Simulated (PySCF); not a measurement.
Task: Write Cartesian coordinates for TiH(OMe)3 (`[H][Ti]([O]C)([O]C)[O]C`) as optimised with PBE0-D3(BJ)/def2-SVP. (Singlet state.)

Result: 
```xyz
17
C3H10O3Ti angstrom
Ti    -0.0022    0.0226    0.7372
H      0.0069    0.0460    2.4311
O      1.5634   -0.6489    0.2973
C      2.5592   -1.4420   -0.2406
H      3.2205   -1.8232    0.5566
H      3.1806   -0.8663   -0.9493
H      2.1374   -2.3098   -0.7784
O     -0.2069    1.7088    0.2765
C     -0.0193    2.9630   -0.2715
H     -0.0415    3.7352    0.5171
H     -0.8172    3.1992   -0.9979
H      0.9526    3.0353   -0.7918
O     -1.3671   -1.0064    0.3234
C     -2.5465   -1.5373   -0.1613
H     -3.1131   -2.0228    0.6522
H     -2.3470   -2.2989   -0.9360
H     -3.1883   -0.7550   -0.6045
```

Orientation and origin are arbitrary. Atoms count from 1 in this order. All 3 O–Ti bonds measure 1.759 to 1.760 Å. O3 (oxygen bonded to C and Ti) is bent (angle 163.2°). Ti1 (titanium bonded to 3 O and H) is distorted tetrahedral (angles from 104.3° to 114.1°). All 3 C–O bonds measure 1.381 to 1.382 Å.

Bonds between heavy atoms (Å): Ti1–O3 1.759, Ti1–O8 1.760, Ti1–O13 1.759, O3–C4 1.382, O8–C9 1.381, O13–C14 1.381.

Computed, not measured: PySCF 2.14.0, PBE0-D3(BJ)/def2-SVP geometry optimisation, gas phase.

Point group: near C3, missed by 0.19 Å at most; the miss may be what the optimiser left on a soft mode. No frequency check. Torsions: O8–Ti1–O3–C4 -123°, O3–Ti1–O8–C9 8°.
